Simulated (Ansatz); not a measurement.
A structure relaxed at r2SCAN-D4/def2-SVP in Ansatz, charge 0, singlet:

```xyz
12

Be    1.362    1.427   -0.080
Se    1.415    0.739   -2.142
Be   -0.401   -0.428   -1.886
Se   -2.398    0.052   -1.175
Be   -1.630    0.889    0.679
Se   -0.151    2.418    1.126
Be    0.401    0.428    1.886
Se    2.398   -0.052    1.175
Be    1.630   -0.889   -0.679
Se    0.151   -2.418   -1.126
Be   -1.362   -1.427    0.080
Se   -1.415   -0.739    2.142
```

Question: Give its formula, name or SMILES and point group.

Answer: (BeSe)6 prism (Be6Se6). Point group D3d (tolerance 0.1 Å).

Question: Summarise the bond lengths by kind (pairs closer than 1.2 times the sum of covalent radii, bridged metal pairs left out).

Answer: 18 × Be–Se 2.17 to 2.20 Å.
